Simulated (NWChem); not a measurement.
# SnH₂, singlet; SMILES [SnH2]

Computed with NWChem. Medium grid unless said otherwise, to which SCAN and Minnesota functionals are sensitive. Low-valent species are run as closed-shell singlets; no triplet was tried in these runs. The geometry was optimised at PBE0/def2-SVP. def2 effective core potentials on Sn; no spin-orbit coupling.

Task: Order these by “orbital gap (eV)”, lowest first: MPW1K/def2-SVP; M06-L/def2-SVP; r2SCAN0/def2-SVP; LRC-wPBEh/def2-SVP; LC-wPBE (HJS exchange hole, range parameter 0.4 per bohr)/def2-SVP.

Result: M06-L/def2-SVP (2.26), r2SCAN0/def2-SVP (3.88), MPW1K/def2-SVP (4.89), LRC-wPBEh/def2-SVP (7.07), LC-wPBE (HJS exchange hole, range parameter 0.4 per bohr)/def2-SVP (8.21)
